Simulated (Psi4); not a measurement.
Cl₅Sb, singlet, at a GFN2-xTB geometry (core potentials on Sb); Psi4 with PBE/def2-SVP.

The Psi4 input:
```
memory 2 GB

molecule mol {
0 1
Sb   -0.000000    0.000000   -0.000000
Cl    1.969498   -0.363960   -1.232708
Cl    1.008436   -1.019389    1.912155
Cl   -1.008436    1.019389   -1.912155
Cl   -1.692244   -1.633030    0.021874
Cl   -0.277254    1.996990    1.210834
}

set {
  basis def2-svp
  reference rks
}

energy('pbe')
print_variables()
```

Question: What does Psi4 print? Leave out banner, timings and long lists.

Answer: 
```
   => Loading Basis Set <=

    Name: DEF2-SVP
    Role: ORBITAL
    Keyword: BASIS

    !!!  WARNING: ECP capability is in beta. Please check occupations closely.  !!!

         ---------------------------------------------------------
                                   SCF
               by Justin Turney, Rob Parrish, Andy Simmonett
                          and Daniel G. A. Smith
                              RKS Reference
         ---------------------------------------------------------

  ==> Geometry <==

    Molecular point group: c1
    Full point group: C1

    Geometry (in Angstrom), charge = 0, multiplicity = 1:

       Center              X                  Y                   Z               Mass
    ------------   -----------------  -----------------  -----------------  -----------------
         SB           0.000000000000     0.000000000000    -0.000000000000   120.903812000000
         CL           1.969498000000    -0.363960000000    -1.232708000000    34.968852682000
         CL           1.008436000000    -1.019389000000     1.912155000000    34.968852682000
         CL          -1.008436000000     1.019389000000    -1.912155000000    34.968852682000
         CL          -1.692244000000    -1.633030000000     0.021874000000    34.968852682000
         CL          -0.277254000000     1.996990000000     1.210834000000    34.968852682000

  Running in c1 symmetry.

  Rotational constants: A =      0.02905  B =      0.02444  C =      0.02444 [cm^-1]
  Rotational constants: A =    870.99221  B =    732.82498  C =    732.82477 [MHz]
  Nuclear repulsion =  855.354677559668062

  Charge       = 0
  Multiplicity = 1
  Electrons    = 108
  Nalpha       = 54
  Nbeta        = 54

  ==> Algorithm <==

  SCF Algorithm Type is DF.
  DIIS enabled.
  MOM disabled.
  Fractional occupation disabled.
  Guess Type is SAD.
  Energy threshold   = 1.00e-06
  Density threshold  = 1.00e-06
  Integral threshold = 1.00e-12

  ==> Primary Basis <==

  Basis Set: DEF2-SVP
    Blend: DEF2-SVP
    Number of shells: 50
    Number of basis functions: 116
    Number of Cartesian functions: 123
    Spherical Harmonics?: true
    Max angular momentum: 2

  Core potential: DEF2-SVP
    Number of shells: 4
    Number of ECP primitives: 18
    Number of ECP core electrons: 28
    Max angular momentum: 3

  ==> DFT Potential <==

   => LibXC <=

    Version 7.1.2
    S. Lehtola, C. Steigemann, M. J. T. Oliveira, and M. A. L. Marques,  SoftwareX 7, 1–5 (2018) (10.1016/j.softx.2017.11.002)

   => Composite Functional: PBE <=

    PBE GGA Exchange-Correlation Functional

    J.P. Perdew et. al., Phys. Rev. Lett., 77(18), 3865-3868, 1996

    Deriv               =              1
    GGA                 =           TRUE
    Meta                =          FALSE

    Exchange Hybrid     =          FALSE
    MP2 Hybrid          =          FALSE

   => Exchange Functionals <=

    1.0000     XC_GGA_X_PBE

   => Correlation Functionals <=

    1.0000     XC_GGA_C_PBE

   => LibXC Density Thresholds  <==

    XC_GGA_C_PBE:  1.00E-12
    XC_GGA_X_PBE:  1.00E-15

   => Molecular Quadrature <=

    Radial Scheme          =       TREUTLER
    Pruning Scheme         =           NONE
    Nuclear Scheme         =       TREUTLER

    Blocking Scheme        =         OCTREE
    BS radius alpha        =              1
    Pruning alpha          =              1
    Radial Points          =             75
    Spherical Points       =            302
    Total Points           =         124413
    Total Blocks           =           1037
    Max Points             =            256
    Max Functions          =             99
    Weights Tolerance      =       1.00E-15

   => Loading Basis Set <=

    Name: (DEF2-SVP AUX)
    Role: JKFIT
    Keyword: DF_BASIS_SCF

  ==> Integral Setup <==

  SCF_SUBTYPE=INCORE selected. In-core MEM_DF algorithm will be used.
  Using in-core AOs.

  ==> MemDFJK: Density-Fitted J/K Matrices <==

    J tasked:                   Yes
    K tasked:                    No
    wK tasked:                   No
    Algorithm:                 Core
    Schwarz Cutoff:           1E-12
    Mask sparsity (%):       8.2937
    Fitting Condition:        1E-10

   => Auxiliary Basis Set <=

  Basis Set: (DEF2-SVP AUX)
    Blend: DEF2-UNIVERSAL-JKFIT
    Number of shells: 236
    Number of basis functions: 858
    Number of Cartesian functions: 1084
    Spherical Harmonics?: true
    Max angular momentum: 5

  Minimum eigenvalue in the overlap matrix is 1.4430510351E-02.
  Reciprocal condition number of the overlap matrix is 4.1708228254E-03.
    Using symmetric orthogonalization.

  ==> Pre-Iterations <==

  SCF Guess: Superposition of Atomic Densities via on-the-fly atomic UHF (no occupation information).

   -------------------------
    Irrep   Nso     Nmo
   -------------------------
     A        116     116
   -------------------------
    Total     116     116
   -------------------------

  ==> Iterations <==

                           Total Energy        Delta E     RMS |[F,P]|

   @DF-RKS iter SAD: -2538.49191474141480   -2.53849e+03   0.00000e+00
   @DF-RKS iter   1: -2539.57773887950816   -1.08582e+00   4.05245e-03 DIIS/ADIIS
   @DF-RKS iter   2: -2539.50153361722278    7.62053e-02   4.88760e-03 DIIS/ADIIS
   @DF-RKS iter   3: -2539.66316370926415   -1.61630e-01   1.72047e-03 DIIS/ADIIS
   @DF-RKS iter   4: -2539.68672553420629   -2.35618e-02   2.72630e-04 DIIS/ADIIS
   @DF-RKS iter   5: -2539.68703445109531   -3.08917e-04   2.15791e-04 DIIS/ADIIS
   @DF-RKS iter   6: -2539.68747474276734   -4.40292e-04   2.68409e-05 DIIS
   @DF-RKS iter   7: -2539.68747914940968   -4.40664e-06   4.67009e-06 DIIS
   @DF-RKS iter   8: -2539.68747933473242   -1.85323e-07   2.30335e-06 DIIS
   @DF-RKS iter   9: -2539.68747938634169   -5.16093e-08   1.28094e-07 DIIS
  Energy and wave function converged.

  ==> Post-Iterations <==

   Electrons on quadrature grid:
      Ntotal   =  107.9999856176 ; deviation = -1.438e-05

    Orbital Energies [Eh]
    ---------------------

    Doubly Occupied:

[...]
    Virtual:

[...]
    Final Occupation by Irrep:
              A
    DOCC [    54 ]
    NA   [    54 ]
    NB   [    54 ]

  @DF-RKS Final Energy: -2539.68747938634169

   => Energetics <=

    Nuclear Repulsion Energy =            855.3546775596680618
    One-Electron Energy =               -5301.7058437608975510
    Two-Electron Energy =                2066.4187247857521470
    DFT Exchange-Correlation Energy =    -159.7550379708640946
    Empirical Dispersion Energy =           0.0000000000000000
    VV10 Nonlocal Energy =                  0.0000000000000000
    Total Energy =                      -2539.6874793863416926

Computation Completed

Properties will be evaluated at   0.000000,   0.000000,   0.000000 [a0]

Properties computed using the SCF density matrix

 Multipole Moments:

 ------------------------------------------------------------------------------------
     Multipole            Electronic (a.u.)      Nuclear  (a.u.)        Total (a.u.)
 ------------------------------------------------------------------------------------

 L = 1.  Multiply by 2.5417464519 to convert [e a0] to [Debye]
 Dipole X            :          0.0000641           -0.0000000            0.0000641
 Dipole Y            :         -0.0000486            0.0000000           -0.0000486
 Dipole Z            :         -0.0000632            0.0000000           -0.0000632
 Magnitude           :                                                    0.0001023

 ------------------------------------------------------------------------------------

  Variable Map:
  ----------------------------------------------------------------------------
[...]
  Array Variable Map:
  ----------------------------------------------------------------------------
[...]
[...]
```
